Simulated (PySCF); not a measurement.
BH3N, SMILES B[NH], multiplicity 2. Geometry optimised at PBE-D3(BJ)/def2-TZVP. The isomer is the one that the SMILES or the coordinates give; other isomers of the formula were not compared.

Calculation: PBE-D3(BJ)/def2-TZVP (PySCF).

Harmonic wavenumbers (cm⁻¹): 237, 313, 707, 852, 997, 1411, 2370, 2456, 3677. Rotational constants (GHz): 222.7, 29.90, 26.36; symmetry number 1.

Work out the zero-point energy and the ideal-gas rigid-rotor harmonic-oscillator thermochemistry at 298.15 K and 1 atm.

ZPE = ½ Σ hcν = ½ × 13020 cm⁻¹ = 77.88 kJ/mol. H − E(el) = 90.76 kJ/mol. Entropy in J/(mol K): translation 150.23, rotation 75.96, vibration 15.69, spin 5.76, total 247.65. G − E(el) = 16.92 kJ/mol. Cp = 55.45 J/(mol K).
